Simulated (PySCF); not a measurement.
This PySCF input asks for the NMR shieldings of `InChI=1S/C4H11FOSi2/c5-3-1-4(7)8(6)2-3/h3-4,6,8H,1-2H2,7H3/t3-,4-,8-/m1/s1`; the geometry comes from GFN2-xTB.

```python
import basis_set_exchange as bse
import numpy as np
from pyscf import gto, dft
from pyscf.prop import nmr

atoms = """
O     0.157283    2.524893    0.486945
Si   -0.634455    1.375981   -0.344514
C    -1.762127    0.259072    0.716112
C    -0.998403   -1.053299    0.820194
F    -0.021441   -0.921450    1.802552
C    -0.320690   -1.340062   -0.514189
C     0.425834   -0.080541   -0.983453
Si    2.245409   -0.046421   -0.410185
H     0.709119    2.300482    1.233054
H    -1.342968    2.172983   -1.336010
H    -1.975720    0.644973    1.711016
H    -2.717025    0.068131    0.231929
H    -1.624118   -1.891643    1.152708
H     0.344062   -2.200746   -0.417049
H    -1.108711   -1.599301   -1.225201
H     0.449547   -0.083796   -2.075512
H     2.912570    1.070966   -1.084379
H     2.378050    0.120221    1.037083
H     2.873979   -1.311194   -0.808563
"""
names = dict.fromkeys(["O", "Si", "C", "F", "H"], "pcSseg-1")
basis = {el: gto.basis.parse(bse.get_basis(n, elements=[el], fmt="nwchem")) for el, n in names.items()}
mol = gto.M(atom=atoms, basis=basis, charge=0, verbose=0)
mf = dft.RKS(mol, xc="PBE0")
mf.grids.level = 2
mf.grids.alignment = dft.numint.BLKSIZE   # the property module wants whole blocks of grid points
mf.conv_tol = 1e-9
mf.kernel()

calc = nmr.RKS(mf)   # GIAO
C = mf.mo_coeff
Co = C[:, mf.mo_occ > 0]
resp = mf.gen_response(singlet=True, hermi=2)
def vind(x):   # induced exchange potential for any number of trial vectors
    d = np.einsum("pi,xij,qj->xpq", C, 2 * x.reshape(-1, C.shape[1], Co.shape[1]), Co, optimize=True)
    return np.einsum("xpq,pi,qj->xij", resp(d - d.transpose(0, 2, 1)), C, Co, optimize=True).ravel()
mo1, _ = nmr.rhf.solve_mo1(calc, with_cphf=vind)
sigma = calc.kernel(mo1)
for i, s in enumerate(sigma):   # ppm
    w = np.linalg.eigvalsh((s + s.T) / 2)
    print("%2d %-2s iso %8.1f  s11 %8.1f  s22 %8.1f  s33 %8.1f" % (i, mol.atom_pure_symbol(i), w.mean(), *w))
```

Q: What does it print?

A: 
```
 0 O  iso    300.0  s11    283.5  s22    306.3  s33    310.1
 1 Si iso    334.7  s11    296.8  s22    338.3  s33    368.9
 2 C  iso    161.1  s11    148.4  s22    160.7  s33    174.2
 3 C  iso     88.2  s11     56.7  s22     75.0  s33    133.1
 4 F  iso    360.7  s11    314.7  s22    358.2  s33    409.2
 5 C  iso    145.7  s11    126.3  s22    146.9  s33    164.0
 6 C  iso    180.8  s11    164.8  s22    183.5  s33    194.3
 7 Si iso    415.4  s11    382.3  s22    396.3  s33    467.6
 8 H  iso     30.2  s11     22.1  s22     26.8  s33     41.6
 9 H  iso     26.5  s11     22.6  s22     24.4  s33     32.3
10 H  iso     30.5  s11     27.0  s22     27.7  s33     36.6
11 H  iso     31.2  s11     26.9  s22     27.8  s33     38.7
12 H  iso     26.3  s11     23.1  s22     25.1  s33     30.7
13 H  iso     29.4  s11     24.7  s22     28.2  s33     35.4
14 H  iso     30.1  s11     25.5  s22     27.7  s33     37.2
15 H  iso     31.1  s11     26.4  s22     28.1  s33     38.6
16 H  iso     27.6  s11     23.9  s22     25.3  s33     33.7
17 H  iso     27.8  s11     24.1  s22     27.5  s33     31.9
18 H  iso     27.7  s11     24.2  s22     25.4  s33     33.5
```

These numbers come from an equivalent density-fitted implementation of the same equations, which agrees with the script to about 0.01 ppm for H and up to a few tenths of a ppm for heavy atoms, so last digits may differ.

Q: Turn these shieldings into chemical shifts. Chemical shifts δ = σref − σ; H2O for ¹⁷O (336.08 ppm); ²⁹Si (349.16 ppm), ¹³C (186.93 ppm), ¹H (31.72 ppm) vs TMS; ¹⁹F (170.95 ppm) against CFCl3, all at this level.

A: Averaging equivalent atoms: O 0: 36.1; Si 1: 14.5; Si 7: -66.3; C 3: 98.7; C 5: 41.2; C 2: 25.8; C 6: 6.1; F 4: -189.8; H 12: 5.43; H 9: 5.25; H 16/17/18: 4.01; H 13: 2.28; H 14: 1.57; H 8: 1.55; H 10: 1.26; H 15: 0.66; H 11: 0.55 ppm. Unscaled 19F shifts against computed CFCl3 carry errors that often reach 10 to 50 ppm. Experimental scales use liquid or dissolved standards, which lie at an offset from isolated H2O (liquid H2O: subtract about 36 ppm).

Size and cost of the density-fitted run: 205 basis functions, 43 s wall time on 1 thread of an Arm Neoverse V1, shared host; peak memory 0.91 GiB.
